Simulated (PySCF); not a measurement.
A PySCF script (with the pyscf-properties extension) for the NMR shieldings of SMILES N[SiH2][SiH2]C1CC1, C3H11NSi2, on a GFN2-xTB geometry:

```python
import basis_set_exchange as bse
import numpy as np
from pyscf import gto, dft
from pyscf.prop import nmr

atoms = """
N     3.201751   -0.187906    0.512778
Si    1.640128    0.540345    0.606317
Si    0.262664   -0.744320   -0.724798
C    -1.555373   -0.397355   -0.359544
C    -1.982979    0.936663    0.183516
C    -2.039816   -0.271556    1.057131
H     3.980380    0.274557    0.953816
H     3.289744   -1.182997    0.637826
H     1.158613    0.690509    1.998719
H     1.880266    1.911553    0.137990
H     0.436211   -0.503067   -2.166668
H     0.445161   -2.198697   -0.547364
H    -2.261893   -0.858798   -1.040560
H    -2.913008    1.361851   -0.165569
H    -1.221451    1.676146    0.388444
H    -3.008141   -0.679429    1.310026
H    -1.319254   -0.355470    1.857492
"""
names = dict.fromkeys(["N", "Si", "C", "H"], "pcSseg-1")
basis = {el: gto.basis.parse(bse.get_basis(n, elements=[el], fmt="nwchem")) for el, n in names.items()}
mol = gto.M(atom=atoms, basis=basis, charge=0, verbose=0)
mf = dft.RKS(mol, xc="PBE0")
mf.grids.level = 2
mf.grids.alignment = dft.numint.BLKSIZE   # the property module wants whole blocks of grid points
mf.conv_tol = 1e-9
mf.kernel()

calc = nmr.RKS(mf)   # GIAO
C = mf.mo_coeff
Co = C[:, mf.mo_occ > 0]
resp = mf.gen_response(singlet=True, hermi=2)
def vind(x):   # induced exchange potential for any number of trial vectors
    d = np.einsum("pi,xij,qj->xpq", C, 2 * x.reshape(-1, C.shape[1], Co.shape[1]), Co, optimize=True)
    return np.einsum("xpq,pi,qj->xij", resp(d - d.transpose(0, 2, 1)), C, Co, optimize=True).ravel()
mo1, _ = nmr.rhf.solve_mo1(calc, with_cphf=vind)
sigma = calc.kernel(mo1)
for i, s in enumerate(sigma):   # ppm
    w = np.linalg.eigvalsh((s + s.T) / 2)
    print("%2d %-2s iso %8.1f  s11 %8.1f  s22 %8.1f  s33 %8.1f" % (i, mol.atom_pure_symbol(i), w.mean(), *w))
```

Q: What are the results?

A: 
```
 0 N  iso    273.7  s11    231.7  s22    265.7  s33    323.6
 1 Si iso    407.0  s11    360.7  s22    378.3  s33    482.1
 2 Si iso    415.5  s11    376.6  s22    397.2  s33    472.6
 3 C  iso    193.9  s11    163.0  s22    186.3  s33    232.5
 4 C  iso    181.5  s11    151.4  s22    176.0  s33    217.1
 5 C  iso    183.1  s11    154.9  s22    176.3  s33    218.1
 6 H  iso     32.0  s11     23.4  s22     27.8  s33     44.7
 7 H  iso     32.3  s11     23.8  s22     29.9  s33     43.1
 8 H  iso     26.7  s11     21.9  s22     27.4  s33     30.9
 9 H  iso     26.8  s11     23.1  s22     26.6  s33     30.7
10 H  iso     27.3  s11     23.6  s22     25.5  s33     32.8
11 H  iso     27.5  s11     23.8  s22     26.0  s33     32.7
12 H  iso     31.9  s11     24.3  s22     28.0  s33     43.4
13 H  iso     31.1  s11     24.9  s22     26.5  s33     41.8
14 H  iso     32.0  s11     24.9  s22     30.5  s33     40.5
15 H  iso     31.1  s11     25.0  s22     26.5  s33     41.8
16 H  iso     31.6  s11     24.7  s22     29.7  s33     40.3
```

These numbers come from an equivalent density-fitted implementation of the same equations, which agrees with the script to about 0.01 ppm for H and up to a few tenths of a ppm for heavy atoms, so last digits may differ.

Q: Turn these shieldings into chemical shifts. Referencing at the same level of theory: ¹⁵N (σref 267.73) vs NH3; ²⁹Si (σref 349.16) and ¹³C (σref 186.93) and ¹H (σref 31.72) against TMS.

A: Averaging equivalent atoms: N 0: -5.9; Si 1: -57.9; Si 2: -66.3; C 4/5: 4.6; C 3: -7.0; H 8/9: 4.94; H 10/11: 4.32; H 13/15: 0.64; H 14/16: -0.04; H 12: -0.19; H 6/7: -0.41 ppm. Experimental scales use liquid or dissolved standards, which lie at an offset from isolated NH3 (liquid NH3: subtract about 20 ppm).

Size and cost of the density-fitted run: 171 basis functions, 19 s wall time on 1 thread of an Arm Neoverse V2, shared host; peak memory 0.78 GiB.
